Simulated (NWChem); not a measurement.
# C₃H₃BF₂; SMILES C(B(F)C#C)F

```xyz
9

C      1.3571     2.0668     0.0000
C      0.4844     1.2186     0.0000
B     -0.5792     0.1240     0.0000
F     -1.8654     0.4579     0.0000
C     -0.2524    -1.4157     0.0000
F      1.0876    -1.7030     0.0000
H      2.1277     2.8178     0.0000
H     -0.7329    -1.8845     0.8820
H     -0.7329    -1.8845    -0.8820
```
Atoms are numbered in this order, from 1.

All runs: NWChem. The geometry was optimised at PBE0/def2-SVP. GIAO values for the isolated, static molecule; σ is the absolute isotropic shielding, δ = σ(reference) − σ with the isolated reference molecule computed at the same levels (11B: boron trifluoride, 13C: tetramethylsilane, 19F: trichlorofluoromethane, 1H: tetramethylsilane).

Estimate the computed values for PBE0/pcSseg-1. Quantities: δ C1 (ppm); δ C2 (ppm); δ B3 (ppm); δ F4 (ppm); δ F6 (ppm); δ H7 (ppm); δ H8 (ppm).


```json
{
  "δ C1 (ppm)": "110.5",
  "δ C2 (ppm)": "87.8",
  "δ B3 (ppm)": "33.1",
  "δ F4 (ppm)": "-26.3",
  "δ F6 (ppm)": "-292.7",
  "δ H7 (ppm)": "3.23",
  "δ H8 (ppm)": "4.38"
}
```
